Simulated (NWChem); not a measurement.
## Ionisation of F$_{3}$Ge

```xyz
4

F      0.8028    -0.3604     1.3918
Ge     0.0007     0.3026     0.0000
F      0.8028    -0.3604    -1.3918
F     -1.6079    -0.3549     0.0000
```
Charge 0, spin multiplicity 2.

All runs are NWChem calculations. Structure: optimised with UB3LYP/def2-SVP, a minimum by its harmonic frequencies.

Basis set: def2-TZVP. The species with one electron less has spin multiplicity 1 and keeps the geometry of the parent. Δ marks differences of total energies (open shells unrestricted). −ε marks an orbital energy of the parent. That orbital need not have the symmetry of the hole or added electron in the Δ rows. That singlet is a closed-shell solution.

The Hamiltonian is non-relativistic. B3LYP has NWChem's definition, with VWN1-RPA local correlation. The structure started from a generated list of species. The unpaired electrons of the parent sit in orbitals of symmetry a' (Cs labels of the run); other states weren't searched. The stability of the SCF solutions was not checked.

For the first vertical ionisation energy, −ε(alpha HOMO) of PBE gives 7.34 eV and −ε(alpha HOMO) of B3LYP gives 8.55 eV. What do −ε(alpha HOMO) of PBE0, −ε(alpha HOMO) of TPSS, ΔB3LYP give?

−ε(alpha HOMO) of PBE0: 8.82 eV; −ε(alpha HOMO) of TPSS: 7.48 eV; ΔB3LYP: 11.50 eV.
